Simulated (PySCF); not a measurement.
# Dipole response of Cr⁺ (chromium, charge +1)

[Ar] 3d5, high-spin 6S determinant. Calculation: PySCF 2.14, in aug-cc-pwCVTZ-DK (10s9p7d4f3g, 127 functions); the spin-free X2C one-electron Hamiltonian (Gaussian nucleus). Coupled (time-dependent) response in atomic units; α is the mean over directions.

| method | mean α (bohr³) | C₆ (like pair) | S(−4) |
| --- | --- | --- | --- |
| M06-2X | 11.59 | 42.87 | 152.0 |

S(−4) is the Cauchy moment in α(ω) = α(0) + S(−4) ω² + …

α(iu) at M06-2X:

| u (hartree) | α(iu) (bohr³) |
| --- | --- |
| 0 | 11.59 |
| 0.0500 | 11.23 |
| 0.100 | 10.33 |
| 0.200 | 8.224 |
| 0.300 | 6.635 |
| 0.500 | 4.769 |
| 0.750 | 3.498 |
| 1.00 | 2.716 |
| 1.50 | 1.804 |
| 2.00 | 1.295 |
| 3.00 | 0.7614 |
| 5.00 | 0.3556 |

For an ion, C₆ is the dispersion term alone; charge-induced terms of lower order in 1/R come first.
